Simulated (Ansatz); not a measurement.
Isolated molecules relaxed with PBE0-D4/def2-TZVP in Ansatz; ΔE leaves out vibrations. CCSD(T)/CBS is the MP2 limit (def2-TZVPP, def2-QZVPP) plus CCSD(T) − MP2 in def2-TZVPP, frozen cores. This one scheme is used for every species. DFT in def2-TZVPP. B3LYP here is the variant with VWN-RPA as its local correlation; programs differ in this. For Ge outer-core shells are correlated without core-valence functions, which leaves a few kJ/mol of doubt a bond. Scalar relativity is left out up to krypton. Each species was taken in one conformer, which may not be the lowest.

Consider the ligand exchange at the Si–S bond: `F[SiH](F)S` + `[SH][GeH3]` → `F[SiH](F)[S][GeH3]` + H₂S.

```tsv
level	ΔE (kJ/mol)
B3LYP-D4	-11.5
r2SCAN	-9.3
```

(1) What does CCSD(T)/CBS give? (Best estimate.)

Largest T1 diagnostic among the species: 0.012.

Results:

(1) Ansatz gave: -12.0 kJ/mol. The listed levels differ from it by 0.5, 2.7 kJ/mol.

In def2-TZVPP, CCSD(T) changes the Hartree–Fock value by −5.4 kJ/mol (the triples alone add −1.0 kJ/mol) and MP2 by −6.9 kJ/mol. The D4 term adds −6.7 kJ/mol with B3LYP and −3.8 kJ/mol with PBE0; it sums over pairs of atoms, weighted by their polarisabilities, and B3LYP, whose exchange is more repulsive, gets the larger term.
